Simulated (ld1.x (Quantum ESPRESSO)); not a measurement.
# Which change was made? (As, TM)

| Property | Result |
| --- | --- |
| Element | arsenic |
| Generator | ld1.x (Quantum ESPRESSO) 7.5 |
| Type | norm-conserving Troullier–Martins (Kleinman–Bylander form) |
| Functional | BLYP |
| Relativity | scalar-relativistic |
| Frozen core | [Ar] 3d10 |
| Valence charge | 5 |
| Reference configuration | 4s2 4p2 (charge +1) |
| Partial waves | 4p (bound): rc 1.70 bohr; 4d channel at 0.5 Ry: rc 1.30 bohr; 4s (bound): rc 1.20 bohr |
| Local potential | the s channel |
| Core correction | Bessel-smoothed model core inside 0.70 bohr |

Cutoffs, loose and tight: the cutoffs (Ry, on a coarse ladder) from which the occupation-weighted sum of valence levels, in a spherical-Bessel basis at the reference potential, stays within 10 and 1 mRy of its value at 400 Ry. They do not see the model core or the augmentation charge, which bear on the density cutoff. Test errors are all-electron minus pseudo excitation energies from the reference, over the configurations 4s2 4p3; 4s2 4p1; 4s2 4p0; 4s2 4p2.5; 4s0 4p5; 4s2 4p3.3; 4s1 4p0; variants that change the core or the reference have their own tests.

The base gives: outcome: generated; cutoff, loose: 80 Ry; cutoff, tight: 160 Ry; bound ghosts: p, d; largest test error (meV): -250.

**Question.** After one change the result is: outcome: failed: run_pseudo: Errors in PS-KS equation. Which change was it?
A. all radii but the core radius scaled by about 1.29 (s 1.54, p 2.18, d 1.68 bohr)
B. core [Ar], valence charge 15; reference 3d10 4s2 4p3; waves now 4s (bound): rc 1.55 bohr; 4p (bound): rc 0.65 bohr; 3d (bound): rc 1.20 bohr; 4f channel at 0.15 Ry: rc 1.25 bohr; local potential all-electron potential smoothed inside 1.25 bohr (lloc = -1); core correction none
C. wave 4d channel at 0.5 Ry: rc 1.30 bohr becomes 4d channel at 0.5 Ry: rc 0.90 bohr
D. reference 4s1.5 4p3.5
E. local potential the d channel

**Answer.** B. The others give: reference 4s1.5 4p3.5 → outcome: generated; cutoff, loose: 55 Ry; cutoff, tight: 160 Ry; bound ghosts: p, d; largest test error (meV): -57 | local potential the d channel → outcome: generated; cutoff, loose: 60 Ry; cutoff, tight: 160 Ry; bound ghosts: s, p; largest test error (meV): -256 | wave 4d channel at 0.5 Ry: rc 1.30 bohr becomes 4d channel at 0.5 Ry: rc 0.90 bohr → outcome: generated; cutoff, loose: 80 Ry; cutoff, tight: 160 Ry; bound ghosts: p; largest test error (meV): -250 | all radii but the core radius scaled by about 1.29 (s 1.54, p 2.18, d 1.68 bohr) → outcome: generated; cutoff, loose: 35 Ry; cutoff, tight: 50 Ry; bound ghosts: d; largest test error (meV): -294.
